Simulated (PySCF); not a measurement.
C4H11BrSi (SMILES CC[SiH](Br)CC), singlet, geometry from GFN2-xTB, atoms displaced at random by about 0.08 Å a coordinate; B3LYP/STO-3G, gradient in PySCF.

PySCF was given this input:
```python
from pyscf import gto, scf, dft

mol = gto.Mole()
mol.atom = '''
    Si    0.021858    0.736475    0.180691
    Br   -0.199231   -1.378269    0.203804
    C    -1.573812    1.366068   -1.008538
    C    -2.781489    0.825280   -0.262103
    C     1.832673    1.098821   -0.547911
    C     2.871693    0.818648    0.346676
    H    -0.148958    1.230763    1.504232
    H    -1.451210    2.559176   -1.126617
    H    -1.382432    0.956807   -1.889279
    H    -3.109734    1.278193    0.654843
    H    -2.829582   -0.315597   -0.307861
    H    -3.708163    1.313095   -0.988075
    H     1.748353    2.365575   -0.687650
    H     1.745879    0.852468   -1.619895
    H     2.720459   -0.412414    0.420599
    H     2.721401    1.257687    1.151461
    H     3.610382    1.132424   -0.072468
'''
mol.basis = 'sto-3g'
mol.charge = 0
mol.spin = 0
mol.verbose = 3
mol.build()

mf = dft.RKS(mol)
mf.xc = 'b3lyp'
mf.grids.level = 5
mf.kernel()
g = mf.nuc_grad_method()
g.grid_response = True
grad = g.kernel()
```

Output, abridged:

```
converged SCF energy = -2989.16826779806
--------------- RKS gradients ---------------
         x                y                z
0 Si     0.0040530627    -0.0542225407     0.0616810680
1 Br     0.0032067218     0.0524975552    -0.0051853913
2 C    -0.0820679050    -0.0930083343    -0.1486476725
3 C     0.1011756916    -0.0219335444     0.1054855244
4 C     0.1827392025    -0.1581313747     0.0741125095
5 C     0.1209247538     0.2862995674     0.0317584690
6 H    -0.0009522348    -0.0066276577    -0.0130320588
7 H     0.0178419352     0.0614745223    -0.0099296867
8 H    -0.0081655495     0.0505018282     0.1041862452
9 H    -0.0165394921    -0.0012831356    -0.0310018315
10 H     0.0008372907    -0.0315577359    -0.0080404164
11 H    -0.0461654114     0.0480005737    -0.0430032840
12 H    -0.0072873613     0.0751980961    -0.0116830613
13 H    -0.0250964956     0.0218909546    -0.0069513467
14 H    -0.0384462336    -0.0725940620    -0.0123425741
15 H     0.0300131338    -0.0894559698    -0.1910468513
16 H    -0.2360711088    -0.0670487423     0.1036403585
----------------------------------------------
```
